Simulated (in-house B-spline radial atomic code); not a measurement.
The numbers below are computed, except where a source is named.
# Ghost states of the separable form: Hf

Hf, [Xe] 4f14 5d2 6s2, non-relativistic PBE (a model for so heavy an element), spherical and spin-unpolarised, from an all-electron radial atomic-structure program (B-spline basis) (atomic units; all potentials screened as in the neutral atom).

Troullier-Martins channels: 6s (ε = -0.1613, r_c = 2.703 bohr), 5p (ε = -1.2408, r_c = 1.017 bohr), 5d (ε = -0.1367, r_c = 1.373 bohr), 4f (ε = -0.8627, r_c = 1.242 bohr). In the Kleinman-Bylander form one channel serves as the local potential, and each other channel l becomes |δV u><u δV|/<u|δV|u>, with δV = V_l − V_local and u the pseudo-orbital. Its strength is E_KB = <u|δV²|u>/<u|δV|u>. By the analysis of Gonze, Stumpf and Scheffler a spurious state lies below the reference level ε if E_KB > 0 and ε is above the second level of the local potential alone, or if E_KB < 0 and ε is above its first. The table's levels are those of angular momentum l in a sphere of 9 bohr, whose wall can lift a shallow ε a little above its free-atom value.

```
local  channel    <u δV u>  <u δV² u>        ε  first local level  second local level
    d        s     0.15678    0.36367  -0.1595            -3.3303             -0.5666
    d        f     -16.894     480.99  -0.8627             0.1865              0.4560
    d        p  -0.0011128     3.1412  -1.2408            -1.4195             -0.0707
    s        d      -1.351     4.1962  -0.1364             0.0614              0.3168
    s        f     -22.529     735.32  -0.8627             0.1910              0.4922
    s        p     -3.1031     14.527  -1.2408            -0.0670              0.1899
    f        d     0.23705     3.6811  -0.1364           -12.9912             -0.1174
    f        s     0.18945     1.6156  -0.1595           -39.3240            -12.7428
    f        p      1.5275     42.699  -1.2408           -26.2632             -3.2164
    p        d  -0.0001237    0.67027  -0.1364            -0.1615              0.1150
    p        s     0.15566    0.40767  -0.1595            -5.0906             -1.4409
    p        f       -18.9     527.83  -0.8627             0.1863              0.4542
```

Question: Apply the rule to each row.

Answer: Local d, channel s: E_KB = +2.32, so ε = -0.1595 is set against -0.5666: a ghost. Local d, channel f: E_KB = -28.5, so ε = -0.8627 is set against 0.1865: no ghost. Local d, channel p: E_KB = -2.82e+03, so ε = -1.2408 is set against -1.4195: a ghost. Local s, channel d: E_KB = -3.11, so ε = -0.1364 is set against 0.0614: no ghost. Local s, channel f: E_KB = -32.6, so ε = -0.8627 is set against 0.1910: no ghost. Local s, channel p: E_KB = -4.68, so ε = -1.2408 is set against -0.0670: no ghost. Local f, channel d: E_KB = +15.5, so ε = -0.1364 is set against -0.1174: no ghost. Local f, channel s: E_KB = +8.53, so ε = -0.1595 is set against -12.7428: a ghost. Local f, channel p: E_KB = +28, so ε = -1.2408 is set against -3.2164: a ghost. Local p, channel d: E_KB = -5.42e+03, so ε = -0.1364 is set against -0.1615: a ghost. Local p, channel s: E_KB = +2.62, so ε = -0.1595 is set against -1.4409: a ghost. Local p, channel f: E_KB = -27.9, so ε = -0.8627 is set against 0.1863: no ghost.

Diagonalising the separable Hamiltonian gives:

```tsv
local	channel	three lowest levels	all-electron, two lowest valence levels
d	s	-2.1647, -0.1595, 0.1212	-0.1595, 0.1228
d	f	-0.8627, 0.1877, 0.4658	-0.8627, 0.1874
d	p	-2788.1800, -1.2408, -0.0429	-1.2408, -0.0437
s	d	-0.1364, 0.1219, 0.4412	-0.1364, 0.1199
s	f	-0.8627, 0.1914, 0.4943	-0.8627, 0.1874
s	p	-1.2408, -0.0226, 0.2543	-1.2408, -0.0437
f	d	-0.1364, 0.1197, 0.4258	-0.1364, 0.1199
f	s	-34.6144, -10.6758, -0.1595	-0.1595, 0.1228
f	p	-9.1827, -1.2408, -0.0438	-1.2408, -0.0437
p	d	-5374.3500, -0.1364, 0.1199	-0.1364, 0.1199
p	s	-4.5847, -0.1595, 0.1162	-0.1595, 0.1228
p	f	-0.8627, 0.1876, 0.4648	-0.8627, 0.1874
```

Question: Which choices of local channel are safe?

Answer: Free of ghosts: s. With d local the s channel has a ghost 2.01 hartree below ε, since the local potential binds more than one state below ε, and a repulsive term of rank one raises each level at most to the next, so it clears only one of them. With d local the p channel has a ghost 2786.94 hartree below ε, since the attractive projector pulls a state below the first local level. With f local the s channel has two ghosts, the lowest 34.45 hartree below ε, since the local potential binds more than one state below ε, and a repulsive term of rank one raises each level at most to the next, so it clears only one of them. With f local the p channel has a ghost 7.94 hartree below ε, since the local potential binds more than one state below ε, and a repulsive term of rank one raises each level at most to the next, so it clears only one of them. With p local the d channel has a ghost 5374.21 hartree below ε, since the attractive projector pulls a state below the first local level. With p local the s channel has a ghost 4.43 hartree below ε, since the local potential binds more than one state below ε, and a repulsive term of rank one raises each level at most to the next, so it clears only one of them. Among the safe choices the second level, which tests transfer, is off by at most 21.1 millihartree (s local). A small <u δV u> makes E_KB large and sensitive.
